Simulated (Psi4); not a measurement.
C4H5, doublet, at a GFN2-xTB geometry; OMP2/cc-pVDZ in Psi4.

Psi4 was given this input:
```
memory 2 GB

molecule mol {
0 2
  C     0.036436    1.135232    0.300912
  C     0.063321   -1.140754    0.274404
  C     0.784348    0.013059   -0.325761
  C    -0.657227   -0.002615   -0.442038
  H    -0.059110    1.197184    1.381706
  H     0.070776    2.094855   -0.195781
  H    -0.030438   -1.230098    1.353436
  H     0.120179   -2.087472   -0.244492
  H    -1.462673   -0.004000   -1.139967
}

set basis cc-pvdz
set reference uhf

energy('omp2')
print_variables()
```

The log (banner, timings and long lists left out):

```
    For method 'OMP2', SCF Algorithm Type (re)set to DISK_DF.

   => Loading Basis Set <=

    Name: CC-PVDZ
    Role: ORBITAL
    Keyword: BASIS

         ---------------------------------------------------------
                                   SCF
               by Justin Turney, Rob Parrish, Andy Simmonett
                          and Daniel G. A. Smith
                              UHF Reference
         ---------------------------------------------------------

  ==> Geometry <==

    Molecular point group: c1
    Full point group: C1

    Geometry (in Angstrom), charge = 0, multiplicity = 2:

       Center              X                  Y                   Z               Mass
    ------------   -----------------  -----------------  -----------------  -----------------
         C            0.010971438781     1.134679541435     0.322515992357    12.000000000000
         C            0.037856438781    -1.141306458565     0.296007992357    12.000000000000
         C            0.758883438781     0.012506541435    -0.304157007643    12.000000000000
         C           -0.682691561219    -0.003167458565    -0.420434007643    12.000000000000
         H           -0.084574561219     1.196631541435     1.403309992357     1.007825032230
         H            0.045311438781     2.094302541435    -0.174177007643     1.007825032230
         H           -0.055902561219    -1.230650458565     1.375039992357     1.007825032230
         H            0.094714438781    -2.088024458565    -0.222888007643     1.007825032230
         H           -1.488137561219    -0.004552458565    -1.118363007643     1.007825032230

  Running in c1 symmetry.

  Rotational constants: A =      0.66033  B =      0.32059  C =      0.28719 [cm^-1]
  Rotational constants: A =  19796.20069  B =   9611.13732  C =   8609.82830 [MHz]
  Nuclear repulsion =  108.527192133591839

  Charge       = 0
  Multiplicity = 2
  Electrons    = 29
  Nalpha       = 15
  Nbeta        = 14

  ==> Algorithm <==

  SCF Algorithm Type is DISK_DF.
  DIIS enabled.
  MOM disabled.
  Fractional occupation disabled.
  Guess Type is SAD.
  Energy threshold   = 1.00e-08
  Density threshold  = 1.00e-08
  Integral threshold = 1.00e-12

  ==> Primary Basis <==

  Basis Set: CC-PVDZ
    Blend: CC-PVDZ
    Number of shells: 39
    Number of basis functions: 81
    Number of Cartesian functions: 85
    Spherical Harmonics?: true
    Max angular momentum: 2

   => Loading Basis Set <=

    Name: (CC-PVDZ AUX)
    Role: JKFIT
    Keyword: DF_BASIS_SCF

  ==> Integral Setup <==

  ==> DiskDFJK: Density-Fitted J/K Matrices <==

    J tasked:                  Yes
    K tasked:                  Yes
    wK tasked:                  No
    Integrals threads:           1
    Algorithm:                Core
    Integral Cache:           SAVE
    Schwarz Cutoff:          1E-12
    Fitting Condition:       1E-10

   => Auxiliary Basis Set <=

  Basis Set: (CC-PVDZ AUX)
    Blend: CC-PVDZ-JKFIT
    Number of shells: 141
    Number of basis functions: 395
    Number of Cartesian functions: 449
    Spherical Harmonics?: true
    Max angular momentum: 3

  Minimum eigenvalue in the overlap matrix is 3.3775307813E-03.
  Reciprocal condition number of the overlap matrix is 5.6125946541E-04.
    Using symmetric orthogonalization.

  ==> Pre-Iterations <==

  SCF Guess: Superposition of Atomic Densities via on-the-fly atomic UHF (no occupation information).

   -------------------------
    Irrep   Nso     Nmo
   -------------------------
     A         81      81
   -------------------------
    Total      81      81
   -------------------------

  ==> Iterations <==

                           Total Energy        Delta E     RMS |[F,P]|

   @DF-UHF iter SAD:  -154.06436765422859   -1.54064e+02   0.00000e+00
   @DF-UHF iter   1:  -154.15238140956268   -8.80138e-02   4.00817e-03 ADIIS/DIIS
   @DF-UHF iter   2:  -154.21663845055554   -6.42570e-02   1.67024e-03 ADIIS/DIIS
   @DF-UHF iter   3:  -154.22712106988146   -1.04826e-02   4.62139e-04 ADIIS/DIIS
   @DF-UHF iter   4:  -154.22866324987163   -1.54218e-03   1.26085e-04 ADIIS/DIIS
   @DF-UHF iter   5:  -154.22888038821739   -2.17138e-04   8.54113e-05 DIIS
   @DF-UHF iter   6:  -154.22899758663306   -1.17198e-04   5.04333e-05 DIIS
   @DF-UHF iter   7:  -154.22906346167869   -6.58750e-05   2.90728e-05 DIIS
   @DF-UHF iter   8:  -154.22908794211429   -2.44804e-05   1.53511e-05 DIIS
   @DF-UHF iter   9:  -154.22909458541045   -6.64330e-06   7.83278e-06 DIIS
   @DF-UHF iter  10:  -154.22909616637821   -1.58097e-06   4.26652e-06 DIIS
   @DF-UHF iter  11:  -154.22909661658991   -4.50212e-07   2.37234e-06 DIIS
   @DF-UHF iter  12:  -154.22909678006565   -1.63476e-07   1.19456e-06 DIIS
   @DF-UHF iter  13:  -154.22909682839645   -4.83308e-08   3.39264e-07 DIIS
   @DF-UHF iter  14:  -154.22909683156016   -3.16371e-09   1.18468e-07 DIIS
   @DF-UHF iter  15:  -154.22909683185344   -2.93284e-10   4.47392e-08 DIIS
   @DF-UHF iter  16:  -154.22909683189729   -4.38547e-11   1.67572e-08 DIIS
   @DF-UHF iter  17:  -154.22909683190306   -5.76961e-12   8.09519e-09 DIIS
  Energy and wave function converged.

  ==> Post-Iterations <==

   @Spin Contamination Metric:   9.804254926E-03
   @S^2 Expected:                7.500000000E-01
   @S^2 Observed:                7.598042549E-01
   @S   Expected:                5.000000000E-01
   @S   Observed:                5.000000000E-01

    Orbital Energies [Eh]
    ---------------------

    Alpha Occupied:

[...]
    Alpha Virtual:

[...]
    Beta Occupied:

[...]
    Beta Virtual:

[...]
      81A      3.193725

    Final Occupation by Irrep:
              A
    DOCC [    14 ]
    SOCC [     1 ]
    NA   [    15 ]
    NB   [    14 ]

  @DF-UHF Final Energy:  -154.22909683190306

   => Energetics <=

    Nuclear Repulsion Energy =            108.5271921335918393
    One-Electron Energy =                -421.4271195173942033
    Two-Electron Energy =                 158.6708305518993143
[...]
    Total Energy =                       -154.2290968319030640
  DIE_IF_NOT_CONVERGED          => (empty)
[...]

                      DF-OMP2 (DF-OO-MP2)
              Program Written by Ugur Bozkaya
              Latest Revision September 9, 2017

 ==============================================================================
 ==============================================================================
 ==============================================================================

	MO Hessian type is changed to 'APPROX_DIAG'
	MO spaces...

	 FC   AOCC   BOCC  AVIR   BVIR   FV
	------------------------------------------
	  0    15    14    66     67     0
	Reading DF integrals from disk ...
	Number of basis functions in the DF-HF basis: 395
	Number of basis functions in the DF-CC basis: 294

	Minimum required memory for amplitudes:     22.43 MB

	Computing DF-MP2 energy using SCF MOs (Canonical DF-MP2)...
	=======================================================================
	Nuclear Repulsion Energy (a.u.)    :   108.52719213359184
	DF-HF Energy (a.u.)                :  -154.22909683190306
	REF Energy (a.u.)                  :  -154.22909683190306
	Alpha-Alpha Contribution (a.u.)    :    -0.07119939186893
	Alpha-Beta Contribution (a.u.)     :    -0.39531102239036
	Beta-Beta Contribution (a.u.)      :    -0.06236425710707
	Scaled_SS Correlation Energy (a.u.):    -0.04452121632533
	Scaled_OS Correlation Energy (a.u.):    -0.47437322686843
	DF-SCS-MP2 Total Energy (a.u.)     :  -154.74799127509684
	DF-SOS-MP2 Total Energy (a.u.)     :  -154.74300116101054
	DF-SCS(N)-MP2 Total Energy (a.u.)  :  -154.46416885410082
	DF-MP2 Correlation Energy (a.u.)   :    -0.52887467136636
	DF-MP2 Total Energy (a.u.)         :  -154.75797150326943
	=======================================================================

	Number of alpha independent-pairs:990
	Number of beta independent-pairs :938

 ==============================================================================
 ================ Performing DF-OMP2 iterations... ============================
 ==============================================================================
	            Minimizing DF-MP2-L Functional
	            ------------------------------
 Iter       E_total           DE           RMS MO Grad      MAX MO Grad      RMS T2
 ----    ---------------    ----------     -----------      -----------     ----------
	successfully fired up coupled DIIS...
   1     -154.7632085595     -5.24e-03       1.38e-03         1.98e-02        1.20e-05
   2     -154.7641567099     -9.48e-04       7.67e-04         1.41e-02        6.72e-06
   3     -154.7646322627     -4.76e-04       3.92e-04         7.69e-03        6.87e-06
   4     -154.7647681869     -1.36e-04       2.41e-04         4.78e-03        3.52e-06
   5     -154.7648564137     -8.82e-05       1.04e-04         2.71e-03        4.35e-06
   6     -154.7648654772     -9.06e-06       8.53e-05         2.19e-03        8.57e-07
   7     -154.7648747417     -9.26e-06       5.54e-05         1.46e-03        1.05e-06
   8     -154.7648789488     -4.21e-06       3.69e-05         9.61e-04        7.18e-07
   9     -154.7648818436     -2.89e-06       1.31e-05         2.69e-04        9.46e-07
  10     -154.7648820092     -1.66e-07       9.65e-06         1.93e-04        1.20e-07
  11     -154.7648821509     -1.42e-07       4.12e-06         7.17e-05        1.76e-07
  12     -154.7648821729     -2.20e-08       1.92e-06         3.07e-05        6.87e-08
  13     -154.7648821756     -2.74e-09       7.32e-07         9.91e-06        1.65e-08
  14     -154.7648821762     -5.11e-10       3.69e-07         6.16e-06        1.05e-08
  15     -154.7648821762     -7.73e-11       1.44e-07         2.01e-06        2.57e-09
  16     -154.7648821763     -2.17e-11       4.37e-08         9.55e-07        2.82e-09

 ==============================================================================
 ======================== DF-OMP2 ITERATIONS ARE CONVERGED ====================
 ==============================================================================

	Computing MP2 energy using optimized MOs...
	=======================================================================
	Nuclear Repulsion Energy (a.u.)    :   108.52719213359184
	DF-HF Energy (a.u.)                :  -154.22909683190306
	REF Energy (a.u.)                  :  -154.22147776495990
	Alpha-Alpha Contribution (a.u.)    :    -0.07305082771710
	Alpha-Beta Contribution (a.u.)     :    -0.40465185432149
	Beta-Beta Contribution (a.u.)      :    -0.06570172750896
	Scaled_SS Correlation Energy (a.u.):    -0.04625085174202
	Scaled_OS Correlation Energy (a.u.):    -0.48558222518579
	DF-SCS-MP2 Total Energy (a.u.)     :  -154.75331084188772
	DF-SOS-MP2 Total Energy (a.u.)     :  -154.70705999014569
	DF-SCS(N)-MP2 Total Energy (a.u.)  :  -154.46568226215777
	DF-MP2 Correlation Energy (a.u.)   :    -0.53578534260438
	DF-MP2 Total Energy (a.u.)         :  -154.76488217450745
	=======================================================================

	=======================================================================
	================ DF-OMP2 FINAL RESULTS ================================
	=======================================================================
	Nuclear Repulsion Energy (a.u.)    :   108.52719213359184
	DF-HF Energy (a.u.)                :  -154.22909683190306
	REF Energy (a.u.)                  :  -154.22147776495990
	DF-SCS-OMP2 Total Energy (a.u.)    :  -154.75331084188772
	DF-SOS-OMP2 Total Energy (a.u.)    :  -154.70705999014569
	DF-SCS(N)-OMP2 Total Energy (a.u.) :  -154.46568226215777
	DF-OMP2 Correlation Energy (a.u.)  :    -0.53578534435417
	Edfomp2 - Eref (a.u.)              :    -0.54340441129733
	DF-OMP2 Total Energy (a.u.)        :  -154.76488217625723
	=======================================================================

  Variable Map:
  ----------------------------------------------------------------------------
[...]
  Array Variable Map:
  ----------------------------------------------------------------------------
[...]
[...]
```
